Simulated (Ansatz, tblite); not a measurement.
Species of one formula, C₆H₁₆Ge (singlet), each relaxed with r2SCAN-D4/def2-SVP in Ansatz.

The xTB rows come from tblite. B3LYP takes the VWN-RPA correlation. Correlated methods freeze 15 core orbitals; core or outer-core shells of Ge are correlated, in sets that lack core-valence functions.

Other spin states weren't relaxed.

A: GeHMe2(tBu) (C₆H₁₆Ge)

B: Ge(iPr)2H2 (C₆H₁₆Ge)

C: GeHMe2(nBu) (C6H16Ge)

D: GeEt2Me2 (C6H16Ge)

Problem. Estimate their order by electronic energy at RPA@PBE/def2-TZVP, counted from the lowest.

Solution. D (0.00) < A (0.17) < C (0.26) < B (0.66), in eV.

Problem. Do the other levels pick the same lowest one?

Solution. Not GFN1-xTB, GFN2-xTB. Energies above each level's lowest (eV):

```tsv
level	A	B	C	D
GFN1-xTB	0.00	0.09	0.07	0.45
GFN2-xTB	0.00	0.04	0.05	0.33
HF/STO-3G	0.48	0.97	0.30	0.00
HF/def2-TZVP	0.28	0.65	0.14	0.00
PBE-D4/def2-SVP	0.14	0.51	0.17	0.00
PBE-D4/def2-TZVP	0.20	0.64	0.24	0.00
r2SCAN-D4/def2-TZVP	0.19	0.67	0.23	0.00
B3LYP-D4/def2-TZVP	0.21	0.66	0.24	0.00
PBE0-D4/def2-SVP	0.15	0.54	0.17	0.00
PBE0-D4/def2-TZVP	0.20	0.65	0.22	0.00
r2SCAN0-D4/def2-TZVP	0.19	0.67	0.22	0.00
CAM-B3LYP-D4/def2-TZVP	0.19	0.64	0.21	0.00
RPA@PBE/def2-TZVP	0.17	0.66	0.26	0.00
MP2/def2-TZVP	0.16	0.73	0.29	0.00
```
Point groups (tolerance 0.1 Å): A not assigned, B C2, C not assigned, D not assigned. From def2-SVP to def2-TZVP the PBE0 values move by up to 0.11 eV, so results in the small set are rough.
